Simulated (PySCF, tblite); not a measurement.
Isomers of C4H12OSi3, one GFN2-xTB conformer each. Single-point energies are computed at PBE0/pcSseg-1 (PySCF, gas phase, no added dispersion term), electronic only.

Question: Rank them by PBE0/pcSseg-1 energy, lowest first (kcal/mol).
A. `[CH3:1][O:2][C:3]1=[CH:4][SiH2:5][C:6]1([SiH3:7])[SiH3:8]` with C1–O2–C3–C4 0°
B. `[O:1]=[CH:2][Si@@H:3]1[CH2:4][C@@H:5]([CH2:6][SiH3:7])[SiH2:8]1` with O1–C2–Si3–C4 -152°, C4–C5–C6–Si7 -61°, C2–Si3–C4–C5 -96°, Si3–C4–C5–C6 -143°, C4–C5–Si8–Si3 14°, C2–Si3–Si8–C5 97°
C. `[CH2:1]=[C:2]([CH:3]=[O:4])[Si@H:5]([SiH3:6])[SiH2:7][CH3:8]` with C1–C2–C3–O4 179°, C1–C2–Si5–Si6 -120°, C2–Si5–Si7–C8 103°
D. `[CH2:1]=[CH:2][SiH2:3][C:4]([SiH3:5])([SiH3:6])[CH:7]=[O:8]` with C1–C2–Si3–C4 125°, C2–Si3–C4–Si5 62°, Si3–C4–C7–O8 1°

Answer: C (0.0), D (11.3), B (15.2), A (16.7).

As drawn, the lowest has a C=O bond and an Si–Si bond, which the highest lacks; the highest has a four-membered ring, which the lowest lacks. Neighbours under 2.5 kcal/mol apart (O=C[Si@@H]1C[C@@H](C[SiH3])[SiH2]1 and COC1=C[SiH2]C1([SiH3])[SiH3]) can change places with a better method, another conformer or zero-point energy. GFN2-xTB itself gives, in the same order: 16.9, 6.6, 19.7, 0.0. GFN2-xTB puts COC1=C[SiH2]C1([SiH3])[SiH3] lowest instead; measured from each level's own lowest isomer, the values differ by up to 16.9 kcal/mol (C=C(C=O)[Si@H]([SiH3])[SiH2]C: 16.9 against 0.0).

Which frontier levels, dipoles and rotational constants go with these structures?

| SMILES | HOMO (eV, PBE0/pcSseg-1) | LUMO (eV) | dipole (D) | A, B, C (MHz) |
| --- | --- | --- | --- | --- |
| C=C(C=O)[Si@H]([SiH3])[SiH2]C | -7.76 | -2.16 | 2.56 | 1212, 931.1, 765.1 |
| C=C[SiH2]C([SiH3])([SiH3])C=O | -7.66 | -1.17 | 2.62 | 1327, 868.4, 813.7 |
| O=C[Si@@H]1C[C@@H](C[SiH3])[SiH2]1 | -6.81 | -1.64 | 2.66 | 2295, 538.3, 472.3 |
| COC1=C[SiH2]C1([SiH3])[SiH3] | -6.71 | 0.07 | 1.95 | 1275, 996.6, 894.0 |

What happens when harmonic zero-point energies from GFN2-xTB frequencies are added?

| SMILES | ZPE (kcal/mol) | electronic (kcal/mol) | with ZPE (kcal/mol) |
| --- | --- | --- | --- |
| C=C(C=O)[Si@H]([SiH3])[SiH2]C | 84.7 | 0.0 | 0.0 |
| C=C[SiH2]C([SiH3])([SiH3])C=O | 82.4 | 11.3 | 9.1 |
| O=C[Si@@H]1C[C@@H](C[SiH3])[SiH2]1 | 86.5 | 15.2 | 17.0 |
| COC1=C[SiH2]C1([SiH3])[SiH3] | 83.5 | 16.7 | 15.5 |

The zero-point energies span 4.1 kcal/mol. The lowest isomer stays, but the order above it changes.
